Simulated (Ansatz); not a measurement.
Isolated molecules relaxed with PBE0-D4/def2-TZVP in Ansatz; ΔE leaves out vibrations. CCSD(T)/CBS is the MP2 limit (def2-TZVPP, def2-QZVPP) plus CCSD(T) − MP2 in def2-TZVPP, frozen cores. This one scheme is used for every species. Each species was taken in one conformer, which may not be the lowest.

`C=C[Si](O)(O)S` + SiH₄ → `C=C[Si](O)(O)[SiH3]` + H₂S  (formal exchange of groups at the Si–S bond)

```
              species  MP2/def2-QZVPP energy (Eh)
     `C=C[Si](O)(O)S`                  -916.88894
                 SiH₄                  -291.42099
`C=C[Si](O)(O)[SiH3]`                  -809.35019
                  H₂S                  -398.92680
```

**Question.** Work out ΔE.

**Answer.** ΔE = (-809.35019) + (-398.92680) − (-916.88894) − (-291.42099) = 0.03294 Eh = +0.90 eV. CCSD(T)/CBS gives +0.81 eV.

Largest T1 diagnostic among the species: 0.013.

From PBE to PBE0 (25 % exact exchange), in def2-TZVPP and without D4, ΔE moves by +0.05 eV.
